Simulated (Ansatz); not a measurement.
Input for Ansatz (an electronic-structure program): R-CCSD(T)/aug-cc-pV(D+d)Z on CH7NOSi (a complex), monomers drawn apart or pushed together. Files ending in .json are basis or fitting sets from the Basis Set Exchange.

Ansatz 0.2 input:
```yaml
crystal:
  periodic: [false, false, false]
  atoms:
    - {symbol: Si, position_ang: [-0.01403670, -0.00036480, 0.16241460]}
    - {symbol: H, position_ang: [0.61465938, 1.04075699, 1.01291208]}
    - {symbol: H, position_ang: [0.23914788, 0.38959032, -1.24868458]}
    - {symbol: H, position_ang: [-1.47000788, -0.03709266, 0.39428840]}
    - {symbol: H, position_ang: [0.62066218, -1.30879196, 0.41315955]}
    - {symbol: N, position_ang: [0.90083851, 0.37639702, 6.50813770]}
    - {symbol: C, position_ang: [0.02081264, -0.65058357, 6.52944608]}
    - {symbol: O, position_ang: [-0.53341724, -1.11057608, 5.55438853]}
    - {symbol: H, position_ang: [1.12403812, 0.81741609, 5.62965094]}
    - {symbol: H, position_ang: [1.32173387, 0.71821750, 7.35352851]}
    - {symbol: H, position_ang: [-0.15013647, -1.04486853, 7.54707965]}
basis:
  gaussian:
    orbitals: aug-cc-pV_D+d_Z.json
magnetization: {spin_polarized: false}
correlation: {method: ccsd_t, electrons: outside_noble_gas}
scf: {lower_state_search: off}
```

Output:

```
Functional definition: HF
[...]
these checks for a lower state are left out or cut short: stability, starts, cluster_reference, orbital_swaps, neighbouring_geometries, increment
integrals: 0.54 GiB planned
1618 factors; integrals over basis functions are off by at most 8.5e-4 eV
mean field: 0.53 GiB planned
mean field evaluation 1: about -12519.0852 eV, gradient 4.1e1 eV
mean field evaluation 2: about -12519.1581 eV, gradient 4.1e1 eV
mean field evaluation 4: about -12522.9840 eV, gradient 4.7e0 eV
mean field evaluation 8: about -12523.0636 eV, gradient 4.0e-1 eV
mean field -12523.06520906 eV, -460.2141579946 hartree, gradient 6.9e-6 eV, S^2 0.000000; 0 other end points of the search recorded, 0 dependent functions left out
8 core orbitals not correlated
reference -12523.06520906 eV, -460.2141579946 hartree; 13, 13 occupied and 143, 143 virtual orbitals, 1618 factors
second order -17.18335337 eV of doubles, -0.00000000 eV of singles
coupled cluster: 1.53 GiB planned
cycle   1  -17.79443950 eV  change   -6.1e-1 eV  update   1.2e-1
cycle   2  -18.34383843 eV  change   -5.5e-1 eV  update   3.7e-2
cycle   3  -18.50568589 eV  change   -1.6e-1 eV  update   2.1e-2
cycle   4  -18.49995952 eV  change    5.7e-3 eV  update   5.4e-3
cycle   5  -18.49592896 eV  change    4.0e-3 eV  update   2.6e-3
cycle   6  -18.49664004 eV  change   -7.1e-4 eV  update   7.5e-4
cycle   7  -18.49650671 eV  change    1.3e-4 eV  update   3.2e-4
cycle   8  -18.49630258 eV  change    2.0e-4 eV  update   1.2e-4
cycle   9  -18.49629865 eV  change    3.9e-6 eV  update   4.9e-5
cycle  10  -18.49632917 eV  change   -3.1e-5 eV  update   2.1e-5
perturbative correction -0.59700196 eV, -0.0219394172 hartree
Total energy: -12542.15854019 eV, -460.9158249716 hartree
Checks for a lower state left out: stability, starts, cluster_reference, orbital_swaps, neighbouring_geometries, increment
```

The calculation finished and met its thresholds.

Cost: around 100 core-seconds (rough).
